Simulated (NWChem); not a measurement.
Species: CH$_{8}$OSi$_{2}$; SMILES [SiH3]CO[SiH3]

```xyz
12

Si     0.1469    -2.1871     0.0000
C     -0.6579    -0.4666     0.0000
O      0.3607     0.5108     0.0000
Si     0.0490     2.1499     0.0000
H     -0.9287    -3.2277     0.0000
H      0.9931    -2.3543    -1.2180
H      0.9931    -2.3543     1.2180
H     -1.3165    -0.3697    -0.8866
H     -1.3165    -0.3697     0.8866
H     -0.7374     2.5386     1.2133
H      1.3700     2.8321     0.0000
H     -0.7374     2.5386    -1.2133
```
Atoms are numbered in this order, from 1.

STO-3G and 3-21G are far too small for this property and stand as cheap habits. All runs use the structure optimised with PBE0/def2-SVP.

Symmetry labels are those of Cs in the frame above (b1 and b2, or b-type labels, depend on it).

Problem. List the 4 lowest vertical singlet excitations from PBE/3-21G, TDA (NWChem).

Solution. 
```tsv
state	energy (eV)	oscillator strength	symmetry	leading excitation (squared amplitude)
S1	6.15	0.000	a"	HOMO → LUMO (0.99)
S2	6.40	0.028	a'	HOMO−1 → LUMO (0.99)
S3	6.80	0.001	a"	HOMO → LUMO+1 (0.99)
S4	7.26	0.083	a'	HOMO−1 → LUMO+1 (0.95)
```
